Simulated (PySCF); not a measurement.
In(H)2(OAc) (C2H5InO2), SMILES CC(=O)[O][InH2].

Geometry: B3LYP-D3(BJ)/def2-SVP. The def2 effective core potentials stand for the cores of In; spin–orbit coupling is left out.

Level of theory: B3LYP-D3(BJ)/def2-SVP in PySCF.

Frequencies are harmonic and unscaled.

```
mode  ν (cm⁻¹)  IR (km/mol)  Raman (Å⁴/amu)  depolarisation  moving atoms (share of kinetic energy)
----  --------  -----------  --------------  --------------  --------------------------------------
1            6          0.7             0.3            0.75                                  H 93 %
2          123          3.9             1.8            0.75                  O 44 %, C 28 %, H 24 %
3          218         14.7             0.0               –          O 57 %, C 22 %, H 12 %, In 8 %
4          286          0.0            23.9            0.75                          H 88 %, O 12 %
5          297         43.3             7.2            0.22                 In 34 %, O 31 %, C 31 %
6          403         49.4            16.7            0.75                                  H 89 %
7          463          7.5             0.1            0.75                  O 57 %, H 28 %, C 13 %
8          555         65.9             8.0            0.75                                  H 90 %
9          568        210.0            20.9            0.70                                  H 98 %
10         625         14.6             0.1            0.56                  C 44 %, H 34 %, O 21 %
11         716         35.6             0.7            0.27                  O 54 %, C 35 %, H 12 %
12         979          6.8            14.4            0.10                   O 66 %, C 26 %, H 8 %
13        1018          5.4             0.7            0.65                  H 66 %, C 24 %, O 10 %
14        1058         10.0             0.1            0.41                          H 49 %, C 48 %
15        1362          1.1             3.2            0.75                          H 77 %, C 20 %
16        1429         38.2            16.3            0.75                                  H 93 %
17        1447         25.7            15.2            0.73                                  H 91 %
18        1511        270.3             1.6            0.74                          C 69 %, O 24 %
19        1609        255.5             0.5            0.75                          C 68 %, O 27 %
20        1816         58.5           344.3            0.14                                 H 100 %
21        1836        238.8            61.5            0.75                                  H 99 %
22        3052          1.2           145.5            0.02                                  H 97 %
23        3136          3.3            77.5            0.68                           H 91 %, C 9 %
24        3176          2.7            69.2            0.75                          H 90 %, C 10 %
```
